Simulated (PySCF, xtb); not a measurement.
B(F)(H)(OAc) (C₂H₄BFO₂), SMILES CC(=O)OBF.

Geometry optimised at B3LYP-D3(BJ)/def2-SVP. The structure was generated by enumeration, and PubChem lists no compound with its InChIKey, so it may never have been made. Other conformers were not sampled.

Method: C-PCM-ωB97X/def2-SVP in PySCF 2.14.0.

The values are the electrostatic part of the solvation free energy, E(continuum) − E(gas) at the gas-phase geometry, in a cavity of scaled van der Waals radii (PySCF's table); cavitation and dispersion terms are not included. In vacuum the orbital gap is 12.56 eV. The dipole moment in vacuum is 2.73 D.

Computed values in water (ε = 78.36), benzene (ε = 2.27), dimethylsulfoxide (ε = 46.83):
```tsv
solvent	ε	ΔG(elec) (kcal/mol)	dipole (D)	gap (eV)
water	78.36	-4.7	3.37	12.69
benzene	2.27	-2.5	3.06	12.63
dimethylsulfoxide	46.83	-4.7	3.36	12.69
```

For comparison, GFN2-xTB/ALPB(water) (xtb, at the GFN2-xTB geometry, all terms of that model) gives -3.9 kcal/mol.
